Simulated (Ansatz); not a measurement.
Molecule: sum formula TiH3F, net charge 0, singlet state. SMILES: [F][TiH3]
Geometry: optimised at B3LYP-D3(BJ)/def2-TZVP (Ansatz, an electronic-structure program).

Quantity: vertical ionisation energy (to the doublet state of charge +1; each state is the SCF solution reached for its spin; the molecule has degenerate orbitals, so one determinant may break the symmetry; the UHF <S^2> is 1.31 for the doublet (pure: 0.75); for the doublet the Hartree-Fock reference is unstable and T1 is 0.085; for the singlet T1 is 0.028), in eV. Cores are frozen in the correlated levels unless marked. Open shells are spin-unrestricted. No spin-orbit coupling. The frozen core is the preceding noble-gas configuration, with the filled d and f shells of earlier blocks. Non-relativistic. 

```
level                 program  vertical ionisation energy (eV)
--------------------  -------  -------------------------------
HF/def2-QZVPPD         Ansatz                            10.67
RI-HF/def2-TZVPPD      Ansatz                            10.68
SVWN5/def2-TZVPD       Ansatz                            11.13
PBE/def2-TZVPD         Ansatz                            11.09
PBE0/def2-TZVPD        Ansatz                            11.43
CAM-B3LYP/def2-TZVPD   Ansatz                            11.64
wB97M-V/def2-TZVPD     Ansatz                            11.66
wB97X-V/def2-TZVPD     Ansatz                            11.72
B2PLYP/def2-TZVPD      Ansatz                            11.51
RI-MP2/def2-TZVPPD     Ansatz                            11.99
RI-MP2/def2-QZVPPD     Ansatz                            12.05
CCSD/def2-SVPD         Ansatz                            11.40
CCSD/def2-TZVPPD       Ansatz                            11.56
CCSD(T)/def2-SVPD      Ansatz                            11.37
```
